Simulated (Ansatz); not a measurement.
Ideal-gas functions of Cl2GeH2Se2, SMILES `[Cl][Ge]([Cl])([SeH])[SeH]` at 298.15 K and 1 bar, from an Ansatz frequency run at PBE0-D4/def2-TZVP.

Molar mass 303.45 g/mol, point group C2 (symmetry number 2), electronic degeneracy 1, moments of inertia 537.775, 834.034, 949.012 u Å². Harmonic wavenumbers (cm⁻¹, unscaled): 72, 94, 114, 134, 139, 162, 209, 256, 332, 421, 434, 667, 670, 2441, 2441.

Use S(trans) = R[1.5 ln M + 2.5 ln T − 1.1517]; rotational temperatures θ = 24.2544 K / I; S(rot) = R[ln(√π/σ · √(T³/θAθBθC)) + 1.5]; for each mode x = 1.438777 ν̃/T, S = R[x/(eˣ − 1) − ln(1 − e⁻ˣ)] and H = RT x/(eˣ − 1); 1 cm⁻¹ = 0.0119627 kJ/mol; R = 8.31446 J/(mol·K).

**Question.** By hand: the entropy, in J/(mol·K).

**Answer.** Translation 180.1. Rotation: θ = 0.0451, 0.0291, 0.0256 K, giving 125.3. Vibration, mode by mode: 17.15, 14.96, 13.39, 12.08, 11.79, 10.57, 8.59, 7.07, 5.23, 3.72, 3.54, 1.45, 1.44, 0.00, 0.00, in all 111.0. Electronic 0.0. Sum 416.4 J/(mol·K).

**Question.** By hand: H − E and G − E in kJ/mol, counted from the electronic energy.

**Answer.** Zero-point energy ½ × 8586 × 0.0119627 = 51.4; thermal vibration 16.9; translation, rotation and pV give 4 RT = 9.9. H − E = 78.2 kJ/mol, and G − E = 78.2 − 298.15 × 416.4/1000 = -45.9 kJ/mol.

Vibration gives 27 % of the entropy, 69.4 J/(mol·K) of it from the modes under 150 cm⁻¹: soft modes count most, and the harmonic formula is weakest for them. The sum counts one conformer and one mirror image; others add a mixing term.
